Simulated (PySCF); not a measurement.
Sn(Cl)3(OSiH3) (Cl₃H₃OSiSn), SMILES [Sn]([Cl])([Cl])([Cl])[O][SiH3].

The structure is a stationary point at B3LYP-D3(BJ)/def2-SVP. The def2 effective core potentials stand for the cores of Sn; spin–orbit coupling is left out. One conformer was computed; it need not be the lowest.

Vertical ionisation energy (IE) and electron affinity (EA) in eV. Rows of orbital energies are one-electron estimates. Where ΔSCF, EOM or ADC give a negative EA the extra electron is unbound and the value depends on the basis.

```
level                                              IE          EA
-----------------------------------------  ----------  ----------
−ε(HOMO), −ε(LUMO), HF/def2-TZVP (PySCF)   (withheld)  (withheld)
−ε(HOMO), −ε(LUMO), PBE/def2-TZVP (PySCF)        7.68        4.26
```

Question: What belongs in the gaps? (The exact figures need the calculation; the answer reports its results.)

Answer: 
- −ε(HOMO), −ε(LUMO), HF/def2-TZVP (PySCF), IE: 12.76
- −ε(HOMO), −ε(LUMO), HF/def2-TZVP (PySCF), EA: -0.45
